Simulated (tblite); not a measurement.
Compound: C4H7FO2Si.
SMILES with atom numbers: `[O:1]=[C:2]1[CH2:3][O:4][C@@H:5]([CH2:6][F:7])[SiH2:8]1` (hydrogens: H9, H10 on C3; H11 on C5; H12, H13 on C6; H14, H15 on Si8)

The geometry is computed with GFN2-xTB (gas phase).

(1) What internal coordinates does the optimisation give?

## Answers

(1) 
```csv
bond,length (bohr),order
O1=C2,2.273,double
C2–C3,2.870,single
C3–O4,2.658,single
O4–C5,2.696,single
C5–C6,2.880,single
C6–F7,2.610,single
C5–Si8,3.639,single
C2–Si8,3.642,single
C3–H9,2.081,single
C3–H10,2.063,single
C5–H11,2.062,single
C6–H12,2.068,single
C6–H13,2.065,single
Si8–H14,2.748,single
Si8–H15,2.759,single
```

Orders are formal, as drawn. A selection of angles:
```csv
angle,degrees
O1–C2–C3,124.1
O1–C2–Si8,129.6
C3–C2–Si8,106.3
C2–C3–O4,110.8
C3–O4–C5,112.7
O4–C5–C6,112.1
O4–C5–Si8,104.0
C6–C5–Si8,112.9
C5–C6–F7,110.4
C2–Si8–C5,88.6
```

Torsions: O1–C2–C3–O4 -163° (antiperiplanar); C2–C3–O4–C5 -43° (synclinal); C3–O4–C5–C6 -78° (synclinal); O4–C5–C6–F7 86° (synclinal); O4–C5–Si8–C2 -26° (synperiplanar); O1–C2–Si8–C5 -173° (antiperiplanar).

The 3 C–O bonds span 1.203 Å (O1=C2, drawn double) to 1.427 Å (O4–C5, drawn single), a spread of 0.224 Å. Of the pairs four or more bonds apart, C3···F7 is among the closest relative to their van der Waals radii: 3.09 Å, 97 % of the sum of Bondi's values. The 5-membered ring C2–C3–O4–C5–Si8 has internal angles of 88.6° to 112.7° (sum 522°, against 540° for a flat polygon); it is puckered, 0.17 Å rms from its mean plane, widest ring torsion 45°. Si8 (SiH2 silicon) has angles from 88.6° to 115.8°. O4 (cyclic ether oxygen) is bent (angle 112.7°).

Point group: C1 (no symmetry element, even within 0.4 Å). Its GFN2-xTB frequencies are all real (lowest 58 cm⁻¹). One conformer, not necessarily the lowest. 2 starts were optimised and ended at 0.00 and 3.03 kcal/mol (GFN2-xTB); the lowest of these is shown.

Hardware: an Intel Xeon at 2.70 GHz with one thread, shared host with 64 logical CPUs at a one-minute load of 60. Cost: 0.55 s wall. These figures are those of the optimisation.
